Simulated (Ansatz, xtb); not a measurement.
**Ranking isomers of C4H8GeO**

3 gas-phase structures of C4H8GeO, from a drawn sample of its isomers (lower ones may exist). Each was relaxed with GFN2-xTB; where two conformers were screened, the lower at r2SCAN-D4/def2-SVP is listed:

A. `O=C[C]1([GeH3])CC1`, a singlet
B. `O=C[C@@H]1C[C@H]1[GeH3]`, a singlet
C. `O=C[C@@H]1C[C@@H]1[GeH3]`, a singlet

Problem. Estimate their order in r2SCAN-D4/def2-SVP energy at these geometries, lowest first.

Solution. Calculated order at r2SCAN-D4/def2-SVP: A (0.0), B (0.4), C (2.7) kcal/mol. Less than 1 kcal/mol parts A and B, so the order within that pair means little.

Energies above the lowest of each column, in kcal/mol; the last columns are at PBE0-D3(BJ)/def2-SVP geometries:

```csv
structure,GFN2-xTB,HF/STO-3G,r2SCAN-D4/def2-SVP,PBE0-D3(BJ)/def2-SVP,CCSD(T)/def2-SVP + ΔMP2/def2-TZVPP
A,0.0,1.3,0.0,0.0,0.0
B,4.7,0.0,0.4,1.4,1.6
C,3.6,2.0,2.7,3.4,3.2
```

CCSD(T)/def2-SVP + ΔMP2/def2-TZVPP puts A lowest; HF/STO-3G picks B. Flexible structures stand in one conformer each, not always the lowest. ΔMP2 is the change of the MP2 energy from the smaller to the larger basis.

Programs: Ansatz 0.2.0, xtb 6.7.1.
